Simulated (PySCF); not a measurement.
## Si(2+) (silicon, charge +2) across methods

[Ne] 3s1 3p1, high-spin 3P determinant (an excited configuration). All numbers are calculated (PySCF 2.14, the spin-free X2C one-electron Hamiltonian (Gaussian nucleus), in aug-cc-pVTZ-DK (6s5p3d2f, 50 functions)).

```csv
method,E (hartree),mean ε 2p β (eV),mean ε 3s α (eV),mean ε 3p α (eV),Σ⟨r²⟩ (bohr²),⟨S²⟩
LDA,-287.6639,-118.01,-30.194,-22.061,12.74,2.000
PBE0,-288.7262,-123.28,-31.631,-23.463,12.75,2.000
PBE,-288.6969,-117.98,-30.137,-22.196,12.75,2.000
LC-wPBE,-288.7462,-123.91,-34.812,-26.409,12.71,2.000
UHF,-288.40096,-137.92,-35.629,-26.865,12.88,2.000
wB97M-V,-288.8258,-125.55,-33.848,-25.125,12.85,2.000
r2SCAN,-288.8252,-119.94,-30.486,-22.466,12.72,2.000
wB97X,-288.8448,-125.11,-34.038,-25.781,12.76,2.000
B97-3,-288.8115,-123.76,-31.593,-23.398,12.71,2.000
```
